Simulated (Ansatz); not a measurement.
Level of theory: frozen-core CCSD(T)/cc-pVTZ // PBE0-D4/def2-TZVP (Ansatz, an electronic-structure program).

Ansatz 0.2 input:
```yaml
crystal:
  periodic: [false, false, false]
  atoms:
    - { symbol: C, position_ang: [-1.277915, 0.238784, -0.083766] }
    - { symbol: C, position_ang: [-0.048562, -0.610948, 0.031297] }
    - { symbol: C, position_ang: [1.165793, -0.166238, -0.150435] }
    - { symbol: N, position_ang: [2.286767, 0.221905, -0.44237] }
    - { symbol: H, position_ang: [-1.025401, 1.264105, -0.35569] }
    - { symbol: H, position_ang: [-1.9534, -0.154461, -0.848841] }
    - { symbol: H, position_ang: [-1.830892, 0.265761, 0.859466] }
    - { symbol: H, position_ang: [-0.149477, -1.660128, 0.289649] }
    - { symbol: H, position_ang: [2.833083, 0.601221, 0.329504] }
basis:
  gaussian: { orbitals: cc-pVTZ }
correlation:
  method: ccsd_t
```

Output:

```
Functional definition: HF
1084 factors; integrals over basis functions are off by at most 1.0e-3 eV
mean field evaluation 1: about -4649.7770 eV, gradient 3.2e1 eV
mean field evaluation 2: about -4649.7793 eV, gradient 3.2e1 eV
mean field evaluation 4: about -4652.3566 eV, gradient 3.9e0 eV
mean field evaluation 8: about -4652.4165 eV, gradient 2.1e-1 eV
mean field evaluation 16: about -4652.4067 eV, gradient 1.5e0 eV
mean field -4652.41692480 eV, -170.9731684649 hartree, gradient 4.6e-6 eV, S^2 0.000000; 0 other end points of the search recorded, 0 dependent functions left out
4 core orbitals not correlated
reference -4652.41692480 eV, -170.9731684649 hartree; 11, 11 occupied and 175, 175 virtual orbitals, 1084 factors
second order -18.71411737 eV of doubles, -0.00000000 eV of singles
cycle   1  -18.83196109 eV  change   -1.2e-1 eV  update   1.0e-1
cycle   2  -19.31613266 eV  change   -4.8e-1 eV  update   3.3e-2
cycle   3  -19.44626134 eV  change   -1.3e-1 eV  update   1.7e-2
cycle   4  -19.43816396 eV  change    8.1e-3 eV  update   4.0e-3
cycle   5  -19.43833234 eV  change   -1.7e-4 eV  update   1.6e-3
cycle   6  -19.43879746 eV  change   -4.7e-4 eV  update   4.2e-4
cycle   7  -19.43862677 eV  change    1.7e-4 eV  update   1.6e-4
cycle   8  -19.43862204 eV  change    4.7e-6 eV  update   4.7e-5
cycle   9  -19.43863251 eV  change   -1.0e-5 eV  update   1.8e-5
perturbative correction -0.91406803 eV, -0.0335913807 hartree
Total energy: -4672.76962534 eV, -171.7211164143 hartree
```

Cost: around 80 core-seconds (rough).
